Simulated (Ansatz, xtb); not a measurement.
C5H11BO: which of two isomers lies lower

We compare a, `OB1CCCCC1`, a singlet, with b, `C=C(C)BOCC`, a singlet. Both are isolated molecules in the gas phase, relaxed with B3LYP-D3(BJ)/def2-SVP, each in the lowest conformer that the search found.

Quicker runs give these differences E(b) − E(a): GFN2-xTB +107.1 kJ/mol; HF/STO-3G +210.7 kJ/mol (at GFN2-xTB geometries); r2SCAN-D4/def2-SVP +150.7 kJ/mol (at GFN2-xTB geometries).

**Question.** Estimate E(b) − E(a) at the level CCSD(T)/def2-SVP + ΔMP2/def2-TZVPP.

**Answer.** Calculated at CCSD(T)/def2-SVP + ΔMP2/def2-TZVPP: E(b) − E(a) = +134.5 kJ/mol, so structure a lies lower.

How the difference moves with the method:

| level | geometry | E(b) − E(a) (kJ/mol) | departure from the last row (kJ/mol) | job, with rough time for the two |
| --- | --- | --- | --- | --- |
| GFN2-xTB | GFN2-xTB | +107.1 | −27.4 | optimisation, 0.37 s |
| HF/STO-3G | GFN2-xTB | +210.7 | +76.2 | single point, 0.4 s |
| r2SCAN-D4/def2-SVP | GFN2-xTB | +150.7 | +16.2 | single point, 4.8 s |
| B3LYP-D3(BJ)/def2-SVP | B3LYP-D3(BJ)/def2-SVP | +131.7 | −2.8 | optimisation, 58 s |
| HF/def2-SVP | B3LYP-D3(BJ)/def2-SVP | +118.9 | −15.6 | part of the CCSD(T) run |
| MP2/def2-SVP | B3LYP-D3(BJ)/def2-SVP | +154.8 | +20.3 | part of the CCSD(T) run |
| CCSD(T)/def2-SVP | B3LYP-D3(BJ)/def2-SVP | +138.7 | +4.2 | single point |
| CCSD(T)/def2-SVP + ΔMP2/def2-TZVPP | B3LYP-D3(BJ)/def2-SVP | +134.5 |  | single point, 2 min |

As drawn, b has 1 C=C, 1 C–O, 1 B–H in place of 1 C–B, 2 C–C, 1 O–H. Structure a has a 6-membered ring, b no ring.

The levels shown agree on the order. The largest departure from CCSD(T)/def2-SVP + ΔMP2/def2-TZVPP is that of HF/STO-3G, 76.2 kJ/mol. The last row adds to CCSD(T) the change of the MP2 difference between the two basis sets, here −4.2 kJ/mol.

With thermal terms from frequencies at re-optimised GFN2-xTB minima (ideal gas, soft modes damped towards free rotors, one conformer each, 298.15 K, 1 atm): the zero-point term adds −17.1 kJ/mol; ΔH is +123.4 and ΔG +108.8 kJ/mol.

The correlated steps freeze 7 core orbitals. Run with Ansatz 0.2.0, xtb 6.7.1; the last row on 4 threads of Arm Neoverse V1 on a shared host.
